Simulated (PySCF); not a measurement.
Species: BH9NPSi2.
Z-matrix (Å and degrees, PBE0-D3(BJ)/def2-SVP geometry), rows numbered from 1:
```
Si
N   1  1.7729
Si  2  1.7724  1  118.69
B   2  1.4179  1  120.44  3   179.80
P   4  1.9245  2  125.05  1  -174.11
H   1  1.4939  2  110.05  3   -63.25
H   1  1.4945  2  109.45  3    55.20
H   1  1.4875  2  108.83  3   175.76
H   3  1.4932  2  106.95  1    10.79
H   3  1.4912  2  109.94  1   130.24
H   3  1.4919  2  111.11  1  -108.36
H   4  1.2128  2  119.44  1    -0.48
H   5  1.4236  4   96.20  2  -138.61
H   5  1.4273  4  101.06  2   -41.14
```

Linear response at PBE0/def2-SVPD (PySCF, frozen core in the response, non-relativistic).

Static isotropic polarisability: 104.52 au (15.49 Å³), principal values 83.5, 103.2, 126.9 au.

Problem. What is the polarisability at 1064 nm and at the sodium D line?

Solution. 105.73 au at 1064 nm (+1.2 %), 108.64 au at 589.3 nm (+3.9 %). The rise at 589.3 nm is 3.40 times that at 1064 nm; a pure ω² law gives 3.26. The lowest singlet lies at 230 nm, shorter than both wavelengths.

Problem. What is the isotropic C6 coefficient between two such molecules, C6 = (3/π)∫α(iω)² dω?

Solution. 3667 au (Eh·bohr⁶) by a ten-point quadrature over imaginary frequencies, which is 2190 eV·Å⁶ or 211 J·nm⁶/mol.

Problem. Which effective excitation energy ω̄ makes London's formula C6 = (3/4)α²ω̄ exact here?

Solution. ω̄ = 4·C6/(3α²) = 0.448 Eh = 12.2 eV. A one-pole form α(ω) = α/(1 − ω²/ω̄²) fitted to the 1064 nm value gives 10.9 eV.

Problem. What molar refraction at the D line follows from R = (4π/3)·N_A·α′, with α′ the polarisability volume?

Solution. α′ = 16.10 Å³ gives R = 40.61 cm³/mol, for isolated, non-vibrating species.

Problem. How many electrons N does the Slater–Kirkwood formula C6 = (3/4)·√N·α^(3/2) need to give this C6?

Solution. N = (4·C6/3)²/α³ = 20.9; the species has 64 electrons in all.

Problem. How anisotropic is the static polarisability, by Δα² = ½[(α1 − α2)² + (α2 − α3)² + (α3 − α1)²]?

Solution. Δα = 37.7 au, or 0.36 of the isotropic value.

Problem. The lowest 6 singlets have (eV, f): 5.40, 0.086; 5.86, 0.009; 6.43, 0.088; 6.57, 0.065; 6.77, 0.009; 6.80, 0.009. What share of the static polarisability do they carry in the sum over states α = Σ f/ω²?

Solution. 5.34 au, 5.1 % of α; the largest term, 2.17 au, is that of the state at 5.40 eV. Their oscillator strengths add up to 0.27. Higher states carry the rest.

Problem. What n − 1 at the D line would an ideal gas of it have at 273.15 K and 1 atm (2.6868 × 10¹⁹ cm⁻³), by n − 1 = 2π·N·α′?

Solution. 27.18 × 10⁻⁴, a formal value whether or not that pressure can be reached.

On one thread, x86-64 server (shared host), this took 23 s of wall time. This is the whole response run at PBE0/def2-SVPD, SCF included.

One conformer stands for the species.
